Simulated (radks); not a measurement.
Values are calculated unless marked as measured or tabulated.
Zr IV, configuration [Ar] 3d10 4s2 4p5 4d1 5p1 (not the ground configuration).

Level of theory: scalar-relativistic Kohn-Sham, SCAN, spin-polarised, spherical densities, finite nucleus; open shells are filled with parallel spins first (spin-orbit coupling, left out, can overturn this in heavy ions); meta-GGA in the generalised Kohn-Sham scheme; Fermi nuclear charge, rms radius 4.2694 fm (a radial shooting solver on a logarithmic mesh with Libxc functionals).

Energy parts (hartree):
| part | energy |
|---|---|
| total | -3596.24836 |
| kinetic | 3697.94690 |
| electron-nucleus | -8610.64844 |
| Hartree | 1429.98421 |
| exchange-correlation | -113.53103 |

Orbitals (lengths in bohr, moments of r in powers of bohr; r(max) is where P^2 peaks):
1s up: occ. 1; eigenvalue (hartree) -657.9454; r(max) 0.02414; <1/r> 41.25
1s down: occ. 1; eigenvalue (hartree) -657.9375; r(max) 0.02414; <1/r> 41.25
2s up: occ. 1; eigenvalue (hartree) -92.80774; r(max) 0.1368; <1/r> 9.267
2s down: occ. 1; eigenvalue (hartree) -92.79864; r(max) 0.1368; <1/r> 9.267
2p up: occ. 3; eigenvalue (hartree) -82.80395; r(max) 0.1095; <1/r> 9.013
2p down: occ. 3; eigenvalue (hartree) -82.79239; r(max) 0.1095; <1/r> 9.013
3s up: occ. 1; eigenvalue (hartree) -16.53420; r(max) 0.4075; <1/r> 3.151
3s down: occ. 1; eigenvalue (hartree) -16.52464; r(max) 0.4076; <1/r> 3.150
3p up: occ. 3; eigenvalue (hartree) -13.23940; r(max) 0.4019; <1/r> 2.987
3p down: occ. 3; eigenvalue (hartree) -13.22718; r(max) 0.4021; <1/r> 2.986
3d up: occ. 5; eigenvalue (hartree) -7.86318; r(max) 0.3481; <1/r> 2.741
3d down: occ. 5; eigenvalue (hartree) -7.84630; r(max) 0.3482; <1/r> 2.743
4s up: occ. 1; eigenvalue (hartree) -3.36043; r(max) 1.071; <1/r> 1.135
4s down: occ. 1; eigenvalue (hartree) -3.26148; r(max) 1.069; <1/r> 1.137
4p up: occ. 3; eigenvalue (hartree) -2.49037; r(max) 1.159; <1/r> 1.016
4p down: occ. 2; eigenvalue (hartree) -2.38961; r(max) 1.155; <1/r> 1.018
4d up: occ. 1; eigenvalue (hartree) -1.24841; r(max) 1.423; <1/r> 0.7623
5p up: occ. 1; eigenvalue (hartree) -0.80432; r(max) 3.010; <1/r> 0.3992

The highest occupied level is 5p up at -21.887 eV. The density falls to 0.001 e/bohr^3 at r = 4.21 bohr. The spin density at the nucleus is -0.1121 e/bohr^3 (1s -0.3819, 2s -0.0252, 3s 0.9143, 4s -0.6193). The electron density at the nucleus is 7.605e+04 e/bohr^3 (large components only).

Empty levels of this run are not shown, since the potential may be unsettled where no density lies.
